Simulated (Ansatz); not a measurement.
System: CH₃Si (charge 0, doublet). It need not be the lowest isomer of its formula. SMILES: C=[SiH]
Geometry: optimised at B3LYP-D3(BJ)/def2-TZVP (Ansatz, an electronic-structure program).

Wanted: vertical electron affinity (to the singlet state of charge -1; a negative value means that the extra electron is unbound and the number depends on the basis; each state is the SCF solution reached for its spin; the UHF <S^2> is 1.19 for the doublet (pure: 0.75); for the doublet T1 is 0.068), in eV. Correlated levels leave the core frozen unless marked. UHF or UKS for open shells. No spin-orbit coupling. Non-relativistic. Anions need diffuse functions: aug- sets have them; def2-D sets add few. CBS(X,Y): correlation extrapolated as X^-3; Hartree-Fock from the larger set. The bracket is a focal-point correction in the basis named.

| level | program | vertical electron affinity (eV) |
|---|---|---|
| HF/def2-SVPD | Ansatz | 0.11 |
| HF/def2-QZVPPD | Ansatz | 0.28 |
| PBE/def2-TZVPD | Ansatz | 1.37 |
| CAM-B3LYP/def2-TZVPD | Ansatz | 1.48 |

**Question.** Predict the RI-MP2/CBS(aug-cc-pV(T+d)Z,aug-cc-pV(Q+d)Z)+[CCSD(T)-MP2]/aug-cc-pV(T+d)Z result (Ansatz).

**Answer.** 1.64 eV
